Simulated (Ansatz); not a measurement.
A run of Ansatz (development build ahead of 0.2.0) on singlet BF₃ at this shape:

```yaml
atoms:
  - { symbol: B, position_ang: [0.0136, -0.0481, -0.0022] }
  - { symbol: F, position_ang: [1.2932, 0.0440, -0.0166] }
  - { symbol: F, position_ang: [-0.6680, 1.1296, -0.0481] }
  - { symbol: F, position_ang: [-0.6646, -1.1204, 0.0469] }
```

Its results:

```yaml
Converged: yes
Reference_energy: -323.19604 hartree
Correlation_energy: -0.63610 hartree
Total_energy: -323.83214 hartree
Spin_squared_of_the_determinant: 0.000
```

Q: Which input gives this output? Name the method, the orbitals and the basis set, and write the input.

A: RHF-MP2 in cc-pVDZ. An unrestricted run that stays on the closed shell gives the same numbers.

```yaml
crystal:
  periodic: [false, false, false]
  atoms:
    - { symbol: B, position_ang: [0.01361, -0.04806, -0.00217] }
    - { symbol: F, position_ang: [1.29324, 0.04395, -0.01659] }
    - { symbol: F, position_ang: [-0.66801, 1.12964, -0.04805] }
    - { symbol: F, position_ang: [-0.66461, -1.12043, 0.04695] }
basis:
  gaussian: { orbitals: cc-pVDZ }
hamiltonian:
  xc: hf
correlation:
  method: mp2
  frozen_orbitals: { B: 1, F: 1 }
```
